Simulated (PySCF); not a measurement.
B(F)(H)(SiH3) (BFH4Si), SMILES FB[SiH3].

The structure is a stationary point at B3LYP-D3(BJ)/def2-TZVP.

Calculation: PySCF with TDA-M06-2X/def2-SVPD.

Vertical excitations. Gas-phase values at a fixed geometry. State labels are in the subgroup Cs.

```tsv
state	symmetry	energy (eV)	λ (nm)	f	main pairs
S1	A"	4.69	265	0.007	HOMO→LUMO 95 %
S2	A'	7.30	170	0.023	HOMO→LUMO+1 80 %
S3	A"	7.43	167	0.014	HOMO−1→LUMO 96 %
S4	A'	7.69	161	0.045	HOMO−2→LUMO 83 %
S5	A'	8.08	153	0.004	HOMO→LUMO+3 42 %, HOMO→LUMO+2 34 %, HOMO→LUMO+1 14 %
S6	A"	8.35	148	0.004	HOMO→LUMO+4 92 %
S7	A'	8.57	145	0.370	HOMO→LUMO+2 55 %, HOMO→LUMO+3 30 %
S8	A"	8.82	141	0.006	HOMO−3→LUMO 84 %
S9	A'	9.08	136	0.011	HOMO−1→LUMO+1 50 %, HOMO→LUMO+5 34 %, HOMO−1→LUMO+5 11 %
S10	A"	9.19	135	0.089	HOMO−2→LUMO+1 38 %, HOMO−2→LUMO+3 34 %, HOMO−1→LUMO+4 18 %
T1	A"	4.03	308	0	HOMO→LUMO 97 %
T2	A'	6.91	179	0	HOMO→LUMO+1 41 %, HOMO−2→LUMO 30 %, HOMO→LUMO+3 11 %, HOMO→LUMO+2 7 %
T3	A'	7.01	177	0	HOMO−2→LUMO 64 %, HOMO→LUMO+1 21 %
T4	A"	7.04	176	0	HOMO−1→LUMO 76 %, HOMO−3→LUMO 18 %
```
Triplets are in the Tamm–Dancoff approximation.
